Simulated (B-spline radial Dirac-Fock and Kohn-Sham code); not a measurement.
Calculated with a radial atomic solver, using Dirac-Fock (average of configuration) total-energy differences with a finite nucleus, the Breit interaction including its frequency dependence, and self-energy and vacuum-polarisation corrections. The model has no electron correlation.

Q: Identify the element and charge state from the binding energies below (tabulated ground configuration; the least bound level is included).

| level | binding energy (eV) |
| --- | --- |
| 1s | 48491.1 |
| 2s | 9350.5 |
| 2p3/2 | 8331.1 |
| 3s | 3192.3 |
| 3p1/2 | 3015.6 |
| 3p3/2 | 2882.6 |
| 3d | 2584.9 |

A: Sm³⁶⁺: Z = 62 with 26 electrons, [Ar] 3d8. The hydrogen-like estimate √(E/Ry) = 59.7 for the K level lies 2.3 below Z (screening lowers it, relativity raises it); the outermost level, at 2584.9 eV, fixes the charge.

Q: Identify the element and charge state from the binding energies below (tabulated ground configuration; the least bound level is included).

| level | binding energy (eV) |
| --- | --- |
| K | 41154.7 |
| L1 | 7261.2 |
| L2 | 6873.3 |
| M1 | 2110.8 |
| M4 | 1576.5 |
| M5 | 1557.5 |
| N2,3 | 793.9 |

A: Ce²³⁺: Z = 58 with 35 electrons, [Ar] 3d10 4s2 4p5. The hydrogen-like estimate √(E/Ry) = 55.0 for the K level lies 3.0 below Z (screening lowers it, relativity raises it); the outermost level, at 793.9 eV, fixes the charge.

Q: An atom or ion in its tabulated ground configuration has these computed binding energies (the last is its least bound level). Which is it?

```
level  binding energy (eV)
    K              49027.9
   L1               8569.9
   L2               8129.5
   L3               7489.3
   N1                837.1
   N3                725.7
 N4,5                594.7
```

A: Eu¹⁹⁺: Z = 63 with 44 electrons, [Kr] 4d8. The hydrogen-like estimate √(E/Ry) = 60.0 for the K level lies 3.0 below Z (screening lowers it, relativity raises it); the outermost level, at 594.7 eV, fixes the charge.
